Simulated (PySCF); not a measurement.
## Cost of excited-state runs on `C[C@H]1C[C@@H](C(=O)Br)C1`, C$_{6}$H$_{9}$BrO

Bonds (- single, = double, # triple, : aromatic): C1-C2, C2-C3, C3-C4, C4-C5, C5=O6, C5-Br7, C4-C8, C8-C2. C1 carries H9, H10, H11; C2 carries H12; C3 carries H13, H14; C4 carries H15; C8 carries H16, H17. Stereochemistry as in C[C@H]1C[C@@H](C(=O)Br)C1. H13, H17 are cis to C1 on the ring; H14, H16 are trans to C1 on the ring.

PySCF with density fitting, on 1 thread of an Arm Neoverse V2, shared host. Command: `OMP_NUM_THREADS=1 python excited_run.py task.json out`

**Question.** How long does this run take, and how much memory?
- magnetisability and related constants, B97-2/pcSseg-1; isotopologues

**Answer.** 
| run | level | basis functions | wall time | peak memory (GiB) |
| --- | --- | --- | --- | --- |
| magnetisability and related constants | B97-2/pcSseg-1 | 205 | 39 s | 1 |

Times from a shared host are rough.
